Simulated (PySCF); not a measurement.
## Levels of Ta⁵⁴⁺ from EOM-EA-GCCSD

Reference: closed-shell Ta⁵⁵⁺, [Ar]; one electron is added. Calculated with PySCF 2.14, two-component X2C-1e with screened spin-orbit coupling, an uncontracted even-tempered set (17 s from 5.5 bohr⁻², ratio 2.6; 14 p from 7.2 bohr⁻², ratio 2.6; 5 d from 7.3 bohr⁻², ratio 2.8; 3 f from 110 bohr⁻², ratio 2.8); frozen [Ne]; the 60 highest virtual spinors dropped; of the others 50 kept and the rest restored at second order. No Breit or QED terms. Binding energies in eV.

```tsv
level	Koopmans	second order	EOM-CCSD
3d3/2	5153.2	5154.5	5154.2
3d5/2	5082.3	5083.3	5083.0
```

For comparison, the ionisation energy of Ta⁵⁴⁺ is 5159 ± 5 eV (theoretical estimate listed by NIST; NIST Atomic Spectra Database, ionization energies).

Only part of the computed levels is shown.
